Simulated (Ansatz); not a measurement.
Reaction (formal exchange of groups at the Si–Si bond): `F[Si](F)(F)[SiH](Cl)Cl` + `F[SiH](F)F` → `F[Si](F)(F)[Si](F)(F)F` + `Cl[SiH2]Cl`

Program: Ansatz. Geometries: PBE0-D4/def2-TZVP. ΔE: electronic, gas phase. CBS: MP2 limit from def2 TZ/QZ plus the TZ coupled-cluster correction, frozen cores. DFT in def2-TZVPP. One conformer a species, not always the lowest.

| level | ΔE (eV) |
| --- | --- |
| B97M-V | 0.13 |
| RPA@PBE/def2-TZVPP | 0.14 |

What does CCSD(T)/CBS give? (Estimate.)

Ansatz gave: +0.15 eV. The listed levels differ from it by -0.02, -0.01 eV.

Largest T1 diagnostic among the species: 0.013.

The D4 term adds +0.03 eV with B3LYP and +0.02 eV with PBE0; it sums over pairs of atoms, weighted by their polarisabilities, and B3LYP, whose exchange is more repulsive, gets the larger term. Leaving LDA and LC-ωPBE aside and taking each functional with its dispersion term where it has one, the values, not all of them listed here, spread over 0.03 eV, from ωB97X-V to r2SCAN0-D4. In def2-TZVPP, CCSD(T) changes the Hartree–Fock value by +0.04 eV (the triples alone add +0.01 eV) and MP2 by +0.06 eV.

B3LYP here is the variant with VWN-RPA as its local correlation; programs differ in this.
